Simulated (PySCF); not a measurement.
C4H8Ge. Atoms are numbered in the order given.

```xyz
13

Ge     0.0000     0.0000     0.5054
C     -1.5252     0.4744    -0.6002
C     -2.6892    -0.1890    -0.5757
C      1.5252    -0.4744    -0.6002
C      2.6892     0.1890    -0.5757
H     -0.4290    -1.1879     1.3871
H      0.4290     1.1879     1.3871
H     -1.4154     1.3232    -1.2899
H     -3.5325     0.0923    -1.2191
H     -2.8547    -1.0445     0.0911
H      1.4154    -1.3232    -1.2899
H      3.5325    -0.0923    -1.2191
H      2.8547     1.0445     0.0911
```

The structure is a stationary point at r2SCAN-D4/def2-SVP. One conformer was computed; it need not be the lowest.

The numbers are results of r2SCAN-D4/def2-SVP run with PySCF 2.14.0, not measurements.

Frequencies are harmonic and unscaled.

```json
[
 {"mode": "1", "ν (cm⁻¹)": "58", "IR (km/mol)": "0.0", "moving atoms (share of kinetic energy)": "C 60 %, H 26 %, Ge 14 %"},
 {"mode": "2", "ν (cm⁻¹)": "60", "IR (km/mol)": "0.0", "moving atoms (share of kinetic energy)": "C 55 %, H 38 %"},
 {"mode": "3", "ν (cm⁻¹)": "157", "IR (km/mol)": "0.3", "moving atoms (share of kinetic energy)": "H 47 %, C 41 %, Ge 12 %"},
 {"mode": "4", "ν (cm⁻¹)": "265", "IR (km/mol)": "0.2", "moving atoms (share of kinetic energy)": "C 67 %, H 32 %"},
 {"mode": "5", "ν (cm⁻¹)": "268", "IR (km/mol)": "1.7", "moving atoms (share of kinetic energy)": "C 45 %, H 44 %, Ge 12 %"},
 {"mode": "6", "ν (cm⁻¹)": "440", "IR (km/mol)": "4.1", "moving atoms (share of kinetic energy)": "H 82 %, C 14 %"},
 {"mode": "7", "ν (cm⁻¹)": "510", "IR (km/mol)": "33.3", "moving atoms (share of kinetic energy)": "H 52 %, C 32 %, Ge 16 %"},
 {"mode": "8", "ν (cm⁻¹)": "513", "IR (km/mol)": "9.6", "moving atoms (share of kinetic energy)": "H 54 %, C 46 %"},
 {"mode": "9", "ν (cm⁻¹)": "592", "IR (km/mol)": "43.8", "moving atoms (share of kinetic energy)": "C 53 %, H 33 %, Ge 14 %"},
 {"mode": "10", "ν (cm⁻¹)": "622", "IR (km/mol)": "57.9", "moving atoms (share of kinetic energy)": "C 49 %, H 35 %, Ge 16 %"},
 {"mode": "11", "ν (cm⁻¹)": "724", "IR (km/mol)": "0.0", "moving atoms (share of kinetic energy)": "H 88 %, C 12 %"},
 {"mode": "12", "ν (cm⁻¹)": "767", "IR (km/mol)": "168.1", "moving atoms (share of kinetic energy)": "H 91 %"},
 {"mode": "13", "ν (cm⁻¹)": "866", "IR (km/mol)": "50.1", "moving atoms (share of kinetic energy)": "H 99 %"},
 {"mode": "14", "ν (cm⁻¹)": "963", "IR (km/mol)": "32.1", "moving atoms (share of kinetic energy)": "H 72 %, C 28 %"},
 {"mode": "15", "ν (cm⁻¹)": "963", "IR (km/mol)": "32.4", "moving atoms (share of kinetic energy)": "H 72 %, C 28 %"},
 {"mode": "16", "ν (cm⁻¹)": "1003", "IR (km/mol)": "17.1", "moving atoms (share of kinetic energy)": "H 84 %, C 16 %"},
 {"mode": "17", "ν (cm⁻¹)": "1004", "IR (km/mol)": "1.3", "moving atoms (share of kinetic energy)": "H 84 %, C 16 %"},
 {"mode": "18", "ν (cm⁻¹)": "1036", "IR (km/mol)": "12.9", "moving atoms (share of kinetic energy)": "H 93 %"},
 {"mode": "19", "ν (cm⁻¹)": "1038", "IR (km/mol)": "10.6", "moving atoms (share of kinetic energy)": "H 93 %"},
 {"mode": "20", "ν (cm⁻¹)": "1263", "IR (km/mol)": "3.3", "moving atoms (share of kinetic energy)": "H 74 %, C 26 %"},
 {"mode": "21", "ν (cm⁻¹)": "1264", "IR (km/mol)": "1.5", "moving atoms (share of kinetic energy)": "H 73 %, C 27 %"},
 {"mode": "22", "ν (cm⁻¹)": "1409", "IR (km/mol)": "17.0", "moving atoms (share of kinetic energy)": "H 84 %, C 16 %"},
 {"mode": "23", "ν (cm⁻¹)": "1410", "IR (km/mol)": "1.6", "moving atoms (share of kinetic energy)": "H 84 %, C 16 %"},
 {"mode": "24", "ν (cm⁻¹)": "1658", "IR (km/mol)": "2.8", "moving atoms (share of kinetic energy)": "C 85 %, H 15 %"},
 {"mode": "25", "ν (cm⁻¹)": "1662", "IR (km/mol)": "0.0", "moving atoms (share of kinetic energy)": "C 86 %, H 14 %"},
 {"mode": "26", "ν (cm⁻¹)": "2126", "IR (km/mol)": "100.7", "moving atoms (share of kinetic energy)": "H 99 %"},
 {"mode": "27", "ν (cm⁻¹)": "2134", "IR (km/mol)": "129.5", "moving atoms (share of kinetic energy)": "H 98 %"},
 {"mode": "28", "ν (cm⁻¹)": "3109", "IR (km/mol)": "36.1", "moving atoms (share of kinetic energy)": "H 95 %"},
 {"mode": "29", "ν (cm⁻¹)": "3109", "IR (km/mol)": "0.0", "moving atoms (share of kinetic energy)": "H 95 %"},
 {"mode": "30", "ν (cm⁻¹)": "3134", "IR (km/mol)": "7.7", "moving atoms (share of kinetic energy)": "H 92 %, C 8 %"},
 {"mode": "31", "ν (cm⁻¹)": "3135", "IR (km/mol)": "3.9", "moving atoms (share of kinetic energy)": "H 92 %, C 8 %"},
 {"mode": "32", "ν (cm⁻¹)": "3206", "IR (km/mol)": "9.5", "moving atoms (share of kinetic energy)": "H 89 %, C 11 %"},
 {"mode": "33", "ν (cm⁻¹)": "3206", "IR (km/mol)": "8.7", "moving atoms (share of kinetic energy)": "H 89 %, C 11 %"}
]
```
